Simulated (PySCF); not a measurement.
# Molecular orbitals of RbP⁺

PBE at R = 3.739 Å; PySCF, scalar-relativistic core potentials, basis sets Rb def2-SVPD with ECP28, P def2-SVPD. State: ⁴Σ⁻ (quartet), unpaired electrons σ ↑, π ↑↑. Only the outer orbitals are listed, counted within each symmetry, core potentials removing the inner ones.

| spin | orbital | occ. | ε (eV) | on Rb (%) | main shells (%) |
| --- | --- | --- | --- | --- | --- |
| α | 4σ | 1 | -37.71 | 100 | 100 Rb s |
| α | 2π | 1 | -21.41 | 100 | 100 Rb p |
| α | 2π | 1 | -21.41 | 100 | 100 Rb p |
| α | 5σ | 1 | -21.40 | 100 | 100 Rb p |
| α | 6σ | 1 | -18.55 | 1 | 99 P s |
| α | 7σ | 1 | -10.36 | 4 | 96 P p |
| α | 3π | 1 | -10.08 | 1 | 98 P p |
| α | 3π | 1 | -10.08 | 1 | 98 P p |
| α | 8σ | 0 | -5.74 | 97 | 97 Rb s |
| α | 4π | 0 | -3.53 | 93 | 88 Rb p |
| α | 4π | 0 | -3.53 | 93 | 88 Rb p |
| β | 4σ | 1 | -37.70 | 100 | 100 Rb s |
| β | 2π | 1 | -21.40 | 100 | 100 Rb p |
| β | 2π | 1 | -21.40 | 100 | 100 Rb p |
| β | 5σ | 1 | -21.38 | 100 | 100 Rb p |
| β | 6σ | 1 | -15.85 | 0 | 100 P s |
| β | 7σ | 0 | -7.92 | 12 | 87 P p, 9 Rb s |
| β | 3π | 0 | -7.48 | 4 | 96 P p |
| β | 3π | 0 | -7.48 | 4 | 96 P p |

Task: Which are the highest filled and the lowest empty level, where do they sit, and how wide is the gap?

Result: Highest filled α 3π at -10.08 eV (in %: 98 P p); lowest empty β 7σ at -7.92 eV (in %: 87 P p, 9 Rb s); the gap at PBE is 2.16 eV.

| Item | Value |
| --- | --- |
| bond order (Mayer) | 0.15 |
| ⟨S²⟩ | 3.750 |
| charge on Rb (Mulliken, basis-dependent) | 0.93 |
| charge on Rb (Löwdin, basis-dependent) | 0.83 |
| dipole moment (positive dipole points towards P; it is taken about the centre of mass and depends on that origin) | -3.30 D |
| polarisability along the bond | 42.6 bohr³ |
| polarisability across the bond | 32.6 bohr³ |

Spin–orbit coupling is left out. The state is the lowest determinant that a PBE0 search found; another state may lie lower at other levels.
